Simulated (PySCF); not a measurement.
CH₆OSeSi, singlet, at a GFN2-xTB geometry; CASCI(4,4)+NEVPT2/STO-3G (PySCF).

The PySCF input:
```python
from pyscf import gto, scf, mcscf, mrpt
import numpy

mol = gto.Mole()
mol.atom = '''
    Se    0.15499529   -0.06196398    0.76543791
    O     1.22024411    0.63793843   -0.56835193
    C     1.81056116   -0.26587093   -1.46323615
    H     1.06433921   -0.83458477   -2.02812906
    H     2.38837917    0.34806053   -2.15651221
    H     2.48527972   -0.96394560   -0.95916241
    Si   -1.80437019    0.00394628   -0.40595440
    H    -1.68819347   -0.83801658   -1.59797507
    H    -2.10135903    1.37795620   -0.79622403
    H    -2.78242257   -0.54622411    0.52270748
'''
mol.basis = 'sto-3g'
mol.verbose = 4
mol.build()

mf = scf.RHF(mol)
mf.kernel()
mc = mcscf.CASCI(mf, 4, 4)
mc.fix_spin_(ss=0.0)
mc.kernel()
occ = numpy.linalg.eigvalsh(mc.fcisolver.make_rdm1(mc.ci, mc.ncas, mc.nelecas))[::-1]
ss = mc.fcisolver.spin_square(mc.ci, mc.ncas, mc.nelecas)[0]
print('natural occupations', occ.round(4), ' <S^2>', round(ss, 4))
e2 = mrpt.NEVPT(mc).kernel()
print('E(NEVPT2) = %.10f' % (mc.e_tot + e2))
```

The log (banner, timings and long lists left out):

```
PySCF version 2.14.0

[INPUT] verbose = 4
[INPUT] num. atoms = 10
[INPUT] num. electrons = 68
[INPUT] charge = 0
[INPUT] spin (= nelec alpha-beta = 2S) = 0
[INPUT] symmetry False subgroup None
[INPUT] Mole.unit = angstrom
[INPUT] Symbol           X                Y                Z      unit          X                Y                Z       unit  Magmom
[INPUT]  1 Se     0.154995290000  -0.061963980000   0.765437910000 AA    0.292898648698  -0.117094951788   1.446468015259 Bohr   0.0
[INPUT]  2 O      1.220244110000   0.637938430000  -0.568351930000 AA    2.305927173014   1.205528917035  -1.074029490068 Bohr   0.0
[INPUT]  3 C      1.810561160000  -0.265870930000  -1.463236150000 AA    3.421464724175  -0.502423242183  -2.765115579063 Bohr   0.0
[INPUT]  4 H      1.064339210000  -0.834584770000  -2.028129060000 AA    2.011309610536  -1.577136643033  -3.832608468672 Bohr   0.0
[INPUT]  5 H      2.388379170000   0.348060530000  -2.156512210000 AA    4.513382512916   0.657739076471  -4.075217461181 Bohr   0.0
[INPUT]  6 H      2.485279720000  -0.963945600000  -0.959162410000 AA    4.696498013736  -1.821593182980  -1.812554263878 Bohr   0.0
[INPUT]  7 Si    -1.804370190000   0.003946280000  -0.405954400000 AA   -3.409765486429   0.007457388411  -0.767142635062 Bohr   0.0
[INPUT]  8 H     -1.688193470000  -0.838016580000  -1.597975070000 AA   -3.190223303579  -1.583621824045  -3.019735236183 Bohr   0.0
[INPUT]  9 H     -2.101359030000   1.377956200000  -0.796224030000 AA   -3.970993056082   2.603959829646  -1.504645350497 Bohr   0.0
[INPUT] 10 H     -2.782422570000  -0.546224110000   0.522707480000 AA   -5.258016620108  -1.032213970534   0.987773980462 Bohr   0.0

nuclear repulsion = 354.452904840562
number of shells = 25
number of NR pGTOs = 129
number of NR cGTOs = 43
basis = sto-3g
ecp = {}

******** <class 'pyscf.scf.hf.RHF'> ********
method = RHF
initial guess = minao
damping factor = 0
level_shift factor = 0
DIIS = <class 'pyscf.scf.diis.CDIIS'>
diis_start_cycle = 1
diis_space = 8
diis_damp = 0
SCF conv_tol = 1e-09
SCF conv_tol_grad = None
SCF max_cycles = 50
direct_scf = True
direct_scf_tol = 1e-13
Set gradient conv threshold to 3.16228e-05
Initial guess from minao.
init E= -2770.39951894508
  HOMO = -0.438251015983822  LUMO = -0.190370556271536  gap/eV = 6.74517
cycle= 1 E= -2773.79493276312  delta_E= -3.4  |g|= 0.451  |ddm|= 3.69
  HOMO = -0.164318093841197  LUMO = 0.351432068303685  gap/eV = 14.03428
cycle= 2 E= -2773.8936301033  delta_E= -0.0987  |g|= 0.101  |ddm|= 0.956
  HOMO = -0.23639813110622  LUMO = 0.311418094569197  gap/eV = 14.90684
cycle= 3 E= -2773.89767448477  delta_E= -0.00404  |g|= 0.0273  |ddm|= 0.174
  HOMO = -0.250900969708212  LUMO = 0.306924881465966  gap/eV = 15.17921
cycle= 4 E= -2773.89805032615  delta_E= -0.000376  |g|= 0.00594  |ddm|= 0.0519
  HOMO = -0.250271878210978  LUMO = 0.306099044344041  gap/eV = 15.13962
cycle= 5 E= -2773.89807535051  delta_E= -2.5e-05  |g|= 0.00168  |ddm|= 0.0151
  HOMO = -0.25040454491372  LUMO = 0.306242381268036  gap/eV = 15.14713
cycle= 6 E= -2773.89807731712  delta_E= -1.97e-06  |g|= 0.000397  |ddm|= 0.00419
  HOMO = -0.250493225925415  LUMO = 0.306145728948943  gap/eV = 15.14692
cycle= 7 E= -2773.89807745919  delta_E= -1.42e-07  |g|= 6.9e-05  |ddm|= 0.00133
  HOMO = -0.250499574403707  LUMO = 0.306146022178527  gap/eV = 15.14710
cycle= 8 E= -2773.89807746321  delta_E= -4.02e-09  |g|= 1.42e-05  |ddm|= 0.00022
  HOMO = -0.250498764859253  LUMO = 0.306145958452809  gap/eV = 15.14707
cycle= 9 E= -2773.8980774634  delta_E= -1.91e-10  |g|= 4.4e-06  |ddm|= 4.64e-05
  HOMO = -0.250498633421494  LUMO = 0.306146433850614  gap/eV = 15.14708
Extra cycle  E= -2773.89807746342  delta_E= -1.86e-11  |g|= 2.21e-06  |ddm|= 1.07e-05
converged SCF energy = -2773.89807746342

******** <class 'pyscf.mcscf.casci.CASCI'> ********
CAS (2e+2e, 4o), ncore = 32, nvir = 7
natorb = False
canonicalization = True
sorting_mo_energy = False
******** <class 'pyscf.fci.addons.SpinPenaltyFCISolver'> ********
max. cycles = 200
conv_tol = 1e-08
davidson only = True
linear dependence = 1e-12
level shift = 0.001
max iter space = 12
nroots = 1
pspace_size = 400
spin = None
Density matrix diagonal elements [1.99059735 1.99654006 0.00716849 0.0056941 ]
CASCI converged
CASCI E = -2773.90323515332  E(CI) = -3.15148281237498  S^2 = 0.0000000
natural occupations [1.9967 1.9905 0.0075 0.0053]  <S^2> 0.0

******** <class 'pyscf.mrpt.nevpt2.NEVPT'> ********
NEVPT2 (2e+2e, 4o), ncore = 32, nvir = 7
root = 0
Natural occ [1.99673177 1.99053286 0.00745538 0.00527999]
Natural orbital (expansion on meta-Lowdin AOs) in CAS space
               #1        #2        #3        #4
0 Se 1s         -0.00004  -0.00024  -0.00001   0.00027
0 Se 2s          0.00026   0.00152  -0.00042  -0.00304
0 Se 3s         -0.00024  -0.00117   0.00139   0.00491
0 Se 4s          0.03706   0.24243  -0.01339  -0.27688
0 Se 2px        -0.00009   0.00054   0.00130   0.00014
0 Se 2py         0.00144  -0.00037   0.00028  -0.00036
0 Se 2pz         0.00053   0.00079  -0.00016   0.00111
0 Se 3px         0.00082  -0.00415  -0.01663  -0.00339
0 Se 3py        -0.01287   0.00330  -0.00312   0.00431
0 Se 3pz        -0.00451  -0.00663   0.00085  -0.01418
0 Se 4px        -0.05683   0.33611   0.67180   0.03777
0 Se 4py         0.87261  -0.22492   0.15348  -0.19002
0 Se 4pz         0.32672   0.48817  -0.11064   0.56244
0 Se 3dxy        0.00094   0.00129   0.00630  -0.00526
0 Se 3dyz       -0.00043   0.00013  -0.00573   0.00785
0 Se 3dz^2      -0.00139  -0.00265   0.00483  -0.00315
0 Se 3dxz        0.00178   0.00303  -0.02274   0.00044
0 Se 3dx2-y2     0.00027   0.00727  -0.00639  -0.01302
1 O 1s           0.00065  -0.00009   0.00280  -0.00361
1 O 2s          -0.09289   0.02915  -0.16049   0.19839
1 O 2px         -0.08603  -0.35851   0.13379  -0.23685
1 O 2py         -0.22431   0.17671   0.24204  -0.28767
1 O 2pz         -0.05780  -0.38780  -0.24539   0.20742
2 C 1s          -0.00108   0.00013  -0.00014   0.00043
2 C 2s           0.05237  -0.00409   0.02857  -0.05570
2 C 2px         -0.04240   0.04513  -0.05374   0.05316
2 C 2py          0.06748  -0.03022   0.09677  -0.11993
2 C 2pz          0.08919   0.05170   0.06234  -0.10320
3 H 1s          -0.04487  -0.10005   0.01767  -0.04554
4 H 1s          -0.01338  -0.04142  -0.06445   0.07629
5 H 1s          -0.00318   0.14472   0.05077  -0.02106
6 Si 1s         -0.00003  -0.00015   0.00061   0.00066
6 Si 2s          0.00006   0.00037  -0.00411  -0.00462
6 Si 3s         -0.01576  -0.09298   0.25857   0.26533
6 Si 2px         0.00045   0.00333  -0.01196  -0.01144
6 Si 2py         0.00119  -0.00030  -0.00055   0.00043
6 Si 2pz         0.00069   0.00234  -0.00433  -0.00733
6 Si 3px        -0.05757  -0.33768   0.46006   0.37811
6 Si 3py        -0.01780   0.00017   0.03776  -0.02135
6 Si 3pz        -0.03683  -0.19184   0.12234   0.27289
7 H 1s           0.13892   0.10362  -0.12048  -0.02468
8 H 1s          -0.11310   0.11881  -0.11471  -0.03585
9 H 1s           0.02710   0.07464   0.05052  -0.13412
<CAS-nat-orb|mo-hf>  33     34       0.98648997
<CAS-nat-orb|mo-hf>  34     33       0.98647062
<CAS-nat-orb|mo-hf>  35     35       0.92493256
<CAS-nat-orb|mo-hf>  36     36       0.92491816
Sr    (-1)',   E = -0.00067953404013
Si    (+1)',   E = -0.00683176284408
Sijrs (0)  ,   E = -0.08928241873308
Sijr  (+1) ,   E = -0.02208078540745
Srsi  (-1) ,   E = -0.00657887229087
Srs   (-2) ,   E = -0.00029619273925
Sij   (+2) ,   E = -0.01528903244458
Sir   (0)' ,   E = -0.00551253965515
Nevpt2 Energy = -0.146551138154598
E(NEVPT2) = -2774.0497862915
```
